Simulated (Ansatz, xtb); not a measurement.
# A geometry optimisation of Cl2GaH2Si+ with r2SCAN-D4/def2-SVP

The starting geometry of this gas-phase singlet has its atoms placed at random.

```xyz
6

Cl    0.1939   -1.9166   -0.3061
Cl    0.9253    0.5427   -1.4686
Ga    0.4025    0.4306    1.8267
Si   -1.0712   -0.3772   -0.3192
H     1.0024    1.2178    0.5032
H    -1.4559   -1.2073    0.6560
```

Guess where an optimisation with r2SCAN-D4/def2-SVP ends from this start.

It ends as a structure given below by its coordinates. Distances that change by over a tenth: Si4–H6 (1.34 → 1.48 Å). Contacts that close: Cl2–Si4 (2.48 → 2.10 Å), Ga3–Si4 (2.73 → 2.38 Å).

The energy falls by 7.32 eV over 18 steps:

| step | E − E(last) (eV) |
| --- | --- |
| 1 | 7.319 |
| 3 | 5.226 |
| 5 | 2.941 |
| 7 | 0.989 |
| 9 | 0.181 |
| 10 | 0.060 |
| 12 | 0.009 |
| 14 | 0.002 |
| 16 | 0.000 |
| 18 | 0.000 |

Final geometry (Å):

```yaml
atoms:
  - { symbol: Cl, position_ang: [0.3071, -2.6548, -0.2461] }
  - { symbol: Cl, position_ang: [-0.1329, 0.4759, -1.5939] }
  - { symbol: Ga, position_ang: [0.7536, 0.7341, 1.1001] }
  - { symbol: Si, position_ang: [-0.5925, -0.8589, -0.0406] }
  - { symbol: H, position_ang: [1.7025, 1.9070, 1.4347] }
  - { symbol: H, position_ang: [-2.0409, -0.9134, 0.2378] }
```

From the same start GFN2-xTB ends elsewhere, differing in Cl2–Ga3 (2.53 against 2.85 Å here), Cl2–Si4 (5.30 against 2.10 Å here), Cl2–H5 (1.27 against 3.82 Å here), Ga3–H5 (3.81 against 1.55 Å here).

From so rough a start the end depends on the optimiser's path, so another program may land elsewhere. The end wasn't checked by frequencies. Run with Ansatz 0.2.0, 98 s on 1 thread of Arm Neoverse V1, on a shared host.
